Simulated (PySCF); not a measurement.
C5H5Cl, SMILES CC#C/C=C\Cl.

The structure is a stationary point at PBE0-D3(BJ)/def2-SVP. The structure was generated by enumeration; whether it is a known compound was not checked.

Method: PBE/def2-TZVP run with PySCF.

The molecule is in vacuum.

```
Item                                                                                                             Value
---------------------------------------------------------------------------------------------  -----------------------
total energy                                                                                        -653.30142 hartree
highest occupied level                                                                                        -5.62 eV
lowest empty level                                                                                            -1.84 eV
orbital gap                                                                                                    3.77 eV
dipole moment                                                                                                   1.27 D
quadrupole, principal values (traceless, Buckingham form, about the centre of nuclear charge)  -7.26, -4.06, 11.32 D·Å
mean static polarisability                                                                       78.2 bohr³ (11.58 Å³)
polarisability, principal values                                                               44.9, 70.1, 119.5 bohr³
```
